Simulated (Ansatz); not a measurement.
The cluster Ti₂O₂⁺, relaxed as a quartet with UKS r2SCAN-D4/def2-SVP in Ansatz, starting from the r2SCAN-D4/def2-SVP geometry of the charge +1 doublet. Force threshold 0.02 eV/Å.

At PBE0-D4/def2-TZVP a doublet of charge 1 lies 0.11 eV below the quartet, each at its own geometry. That doublet is doubtful there (⟨S²⟩ 1.70, where a pure state has 0.75). The structure comes from a short search, and lower isomers may exist.

Start:

```xyz
4

Ti   -1.129   -0.526    0.625
Ti    1.038    0.484   -0.577
O    -0.346    1.161    0.227
O     0.438   -1.119   -0.275
```

**Question.** Estimate the energy that the relaxation releases and the steps that it takes.

**Answer.** 6.3 kJ/mol, in 5 steps; 2.2 min on 4 threads of Arm Neoverse N1 on a shared host. No frequencies were taken in this run, so the end may be a saddle point.

**Question.** Does the start keep its bonding and symmetry?

**Answer.** By distances, no bond broke or formed. The bond that changes most is Ti1–O4, from 1.90 to 1.80 Å (atoms count from 1). Point group C2v at the start, D2h at the end, both within 0.05 Å.

**Question.** Predict the relaxed structure.

**Answer.** 
```xyz
4

Ti   -1.089   -0.507    0.603
Ti    1.088    0.507   -0.603
O    -0.382    1.111    0.245
O     0.382   -1.111   -0.245
```
Bond lengths (bridged metal pairs left out): 4 × O–Ti 1.80 Å.
